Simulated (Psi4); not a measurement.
O2Si, singlet, geometry from GFN2-xTB; Psi4 with PBE0/aug-cc-pVDZ.

The Psi4 input:
```
memory 2 GB

molecule mol {
0 1
O    -0.000000   -0.000000   -1.491085
Si    0.000000    0.000000    0.000000
O     0.000000    0.000000    1.491085
}

set {
  basis aug-cc-pvdz
  reference rks
}

energy('pbe0')
print_variables()
```

What the program printed (banner, timings and long lists left out):

```
   => Loading Basis Set <=

    Name: AUG-CC-PVDZ
    Role: ORBITAL
    Keyword: BASIS

         ---------------------------------------------------------
                                   SCF
               by Justin Turney, Rob Parrish, Andy Simmonett
                          and Daniel G. A. Smith
                              RKS Reference
         ---------------------------------------------------------

  ==> Geometry <==

    Molecular point group: d2h
    Full point group: D_inf_h

    Geometry (in Angstrom), charge = 0, multiplicity = 1:

       Center              X                  Y                   Z               Mass
    ------------   -----------------  -----------------  -----------------  -----------------
         O            0.000000000000     0.000000000000    -1.491085000000    15.994914619570
         SI           0.000000000000     0.000000000000     0.000000000000    27.976926534650
         O            0.000000000000     0.000000000000     1.491085000000    15.994914619570

  Running in d2h symmetry.

  Rotational constants: A = ************  B =      0.23702  C =      0.23702 [cm^-1]
  Rotational constants: A = ************  B =   7105.59540  C =   7105.59540 [MHz]
  Nuclear repulsion =   90.852879568582594

  Charge       = 0
  Multiplicity = 1
  Electrons    = 30
  Nalpha       = 15
  Nbeta        = 15

  ==> Algorithm <==

  SCF Algorithm Type is DF.
  DIIS enabled.
  MOM disabled.
  Fractional occupation disabled.
  Guess Type is SAD.
  Energy threshold   = 1.00e-06
  Density threshold  = 1.00e-06
  Integral threshold = 1.00e-12

  ==> Primary Basis <==

  Basis Set: AUG-CC-PVDZ
    Blend: AUG-CC-PVDZ
    Number of shells: 29
    Number of basis functions: 73
    Number of Cartesian functions: 79
    Spherical Harmonics?: true
    Max angular momentum: 2

  ==> DFT Potential <==

   => LibXC <=

    Version 7.1.2
    S. Lehtola, C. Steigemann, M. J. T. Oliveira, and M. A. L. Marques,  SoftwareX 7, 1–5 (2018) (10.1016/j.softx.2017.11.002)

   => Composite Functional: PBE0 <=

    PBE0 Hyb-GGA Exchange-Correlation Functional

    C. Adamo and V. Barone,  J. Chem. Phys. 110, 6158 (1999) (10.1063/1.478522)
    M. Ernzerhof and G. E. Scuseria,  J. Chem. Phys. 110, 5029 (1999) (10.1063/1.478401)

    Deriv               =              1
    GGA                 =           TRUE
    Meta                =          FALSE

    Exchange Hybrid     =           TRUE
    MP2 Hybrid          =          FALSE

   => Exchange Functionals <=

    0.7500   Perdew, Burke & Ernzerhof

   => Exact (HF) Exchange <=

    0.2500               HF

   => Correlation Functionals <=

    1.0000   Perdew, Burke & Ernzerhof

   => LibXC Density Thresholds  <==

    XC_HYB_GGA_XC_PBEH:  1.00E-15

   => Molecular Quadrature <=

    Radial Scheme          =       TREUTLER
    Pruning Scheme         =           NONE
    Nuclear Scheme         =       TREUTLER

    Blocking Scheme        =         OCTREE
    BS radius alpha        =              1
    Pruning alpha          =              1
    Radial Points          =             75
    Spherical Points       =            302
    Total Points           =          66330
    Total Blocks           =            585
    Max Points             =            256
    Max Functions          =             73
    Weights Tolerance      =       1.00E-15

   => Loading Basis Set <=

    Name: (AUG-CC-PVDZ AUX)
    Role: JKFIT
    Keyword: DF_BASIS_SCF

  ==> Integral Setup <==

  SCF_SUBTYPE=INCORE selected. In-core MEM_DF algorithm will be used.
  Using in-core AOs.

  ==> MemDFJK: Density-Fitted J/K Matrices <==

    J tasked:                   Yes
    K tasked:                   Yes
    wK tasked:                   No
    Algorithm:                 Core
    Schwarz Cutoff:           1E-12
    Mask sparsity (%):       0.0000
    Fitting Condition:        1E-10

   => Auxiliary Basis Set <=

  Basis Set: (AUG-CC-PVDZ AUX)
    Blend: AUG-CC-PVDZ-JKFIT
    Number of shells: 96
    Number of basis functions: 300
    Number of Cartesian functions: 352
    Spherical Harmonics?: true
    Max angular momentum: 3

  Minimum eigenvalue in the overlap matrix is 7.2483937980E-04.
  Reciprocal condition number of the overlap matrix is 1.5922241613E-04.
    Using symmetric orthogonalization.

  ==> Pre-Iterations <==

  SCF Guess: Superposition of Atomic Densities via on-the-fly atomic UHF (no occupation information).

   -------------------------
    Irrep   Nso     Nmo
   -------------------------
     Ag        20      20
     B1g        4       4
     B2g        7       7
     B3g        7       7
     Au         2       2
     B1u       15      15
     B2u        9       9
     B3u        9       9
   -------------------------
    Total      73      73
   -------------------------

  ==> Iterations <==

                           Total Energy        Delta E     RMS |[F,P]|

   @DF-RKS iter SAD:  -439.04003118723796   -4.39040e+02   0.00000e+00
   @DF-RKS iter   1:  -439.21323485516427   -1.73204e-01   3.49780e-02 ADIIS/DIIS
   @DF-RKS iter   2:  -437.60959150764194    1.60364e+00   6.98028e-02 ADIIS/DIIS
   @DF-RKS iter   3:  -439.61183965304309   -2.00225e+00   1.23819e-02 ADIIS/DIIS
   @DF-RKS iter   4:  -439.66269876789829   -5.08591e-02   3.90216e-04 ADIIS/DIIS
   @DF-RKS iter   5:  -439.66272879350106   -3.00256e-05   3.30675e-04 ADIIS/DIIS
   @DF-RKS iter   6:  -439.66276646847797   -3.76750e-05   2.51345e-05 DIIS
   @DF-RKS iter   7:  -439.66276668353544   -2.15057e-07   1.03491e-06 DIIS
   @DF-RKS iter   8:  -439.66276668405436   -5.18924e-10   3.54820e-07 DIIS
  Energy and wave function converged.

  ==> Post-Iterations <==

   Electrons on quadrature grid:
      Ntotal   =   30.0000056937 ; deviation = 5.694e-06

    Orbital Energies [Eh]
    ---------------------

    Doubly Occupied:

       1Ag   -66.367072     1B1u  -19.255573     2Ag   -19.255571
       3Ag    -5.441022     1B2u   -3.775463     1B3u   -3.775463
       2B1u   -3.772274     4Ag    -1.039687     3B1u   -1.014417
       5Ag    -0.494576     4B1u   -0.422401     2B3u   -0.412160
       2B2u   -0.412160     1B2g   -0.368144     1B3g   -0.368144

    Virtual:

       6Ag    -0.121748     3B2u   -0.026581     3B3u   -0.026581
       5B1u    0.034935     7Ag     0.042994     4B3u    0.046551
       4B2u    0.046551     1B1g    0.116623     8Ag     0.116623
       9Ag     0.137116     2B2g    0.146650     2B3g    0.146650
       6B1u    0.189317     5B3u    0.206233     5B2u    0.206233
       7B1u    0.219731    10Ag     0.244610     3B2g    0.334040
       3B3g    0.334040    11Ag     0.387964     6B3u    0.409768
       6B2u    0.409768     8B1u    0.440496     2B1g    0.486362
      12Ag     0.486363     4B2g    0.622547     4B3g    0.622547
      13Ag     0.656043     9B1u    0.743261     1Au     0.761865
      10B1u    0.761867     3B1g    0.926678    14Ag     0.926679
       7B3u    1.042652     7B2u    1.042652    15Ag     1.057997
       5B3g    1.075779     5B2g    1.075779    11B1u    1.186886
       8B2u    1.216205     8B3u    1.216205    16Ag     1.282649
      12B1u    1.366958    17Ag     1.623945     6B3g    1.654310
       6B2g    1.654310    18Ag     2.835167    13B1u    2.896402
      14B1u    3.179541     2Au     3.179562    19Ag     3.248997
       4B1g    3.249019     7B3g    3.286955     7B2g    3.286955
      15B1u    3.297209     9B2u    3.301683     9B3u    3.301683
      20Ag     3.456165

    Final Occupation by Irrep:
             Ag   B1g   B2g   B3g    Au   B1u   B2u   B3u
    DOCC [     5,    0,    1,    1,    0,    4,    2,    2 ]
    NA   [     5,    0,    1,    1,    0,    4,    2,    2 ]
    NB   [     5,    0,    1,    1,    0,    4,    2,    2 ]

  @DF-RKS Final Energy:  -439.66276668405436

   => Energetics <=

    Nuclear Repulsion Energy =             90.8528795685825941
    One-Electron Energy =                -788.3421304548576245
    Two-Electron Energy =                 286.4534257822311361
    DFT Exchange-Correlation Energy =     -28.6269415800104525
    Empirical Dispersion Energy =           0.0000000000000000
    VV10 Nonlocal Energy =                  0.0000000000000000
    Total Energy =                       -439.6627666840543611

Computation Completed

Properties will be evaluated at   0.000000,   0.000000,   0.000000 [a0]

Properties computed using the SCF density matrix

 Multipole Moments:

 ------------------------------------------------------------------------------------
     Multipole            Electronic (a.u.)      Nuclear  (a.u.)        Total (a.u.)
 ------------------------------------------------------------------------------------

 L = 1.  Multiply by 2.5417464519 to convert [e a0] to [Debye]
 Dipole X            :          0.0000000            0.0000000            0.0000000
 Dipole Y            :          0.0000000            0.0000000            0.0000000
 Dipole Z            :          0.0000000            0.0000000            0.0000000
 Magnitude           :                                                    0.0000000

 ------------------------------------------------------------------------------------

  Variable Map:
  ----------------------------------------------------------------------------
  "CURRENT ENERGY"              =>    -439.662766684054
  "CURRENT REFERENCE ENERGY"    =>    -439.662766684054
  "DD SOLVATION ENERGY"         =>       0.000000000000
  "DFT FUNCTIONAL TOTAL ENERGY" =>    -439.662766684054
  "DFT TOTAL ENERGY"            =>    -439.662766684054
  "DFT VV10 ENERGY"             =>       0.000000000000
  "DFT XC ENERGY"               =>     -28.626941580010
  "GRID ELECTRONS ALPHA"        =>      15.000002846840
  "GRID ELECTRONS BETA"         =>      15.000002846840
  "GRID ELECTRONS TOTAL"        =>      30.000005693680
  "NUCLEAR REPULSION ENERGY"    =>      90.852879568583
  "ONE-ELECTRON ENERGY"         =>    -788.342130454858
  "PCM POLARIZATION ENERGY"     =>       0.000000000000
  "PE ENERGY"                   =>       0.000000000000
  "SCF ITERATION ENERGY"        =>    -439.662766684054
  "SCF ITERATIONS"              =>       8.000000000000
  "SCF TOTAL ENERGY"            =>    -439.662766684054
  "TWO-ELECTRON ENERGY"         =>     286.453425782231
  "XC GRID RADIAL POINTS"       =>      75.000000000000
  "XC GRID SPHERICAL POINTS"    =>     302.000000000000
  "XC GRID TOTAL POINTS"        =>   66330.000000000000

  Array Variable Map:
  ----------------------------------------------------------------------------
  "CURRENT DIPOLE"              =>       0.000000000000 ... 0.000000000000 1 by 3
  "SCF DIPOLE"                  =>       0.000000000000 ... 0.000000000000 1 by 3
  "SCF TOTAL ENERGIES"          =>    -439.040031187238 ... -439.662766684054 1 by 9
```
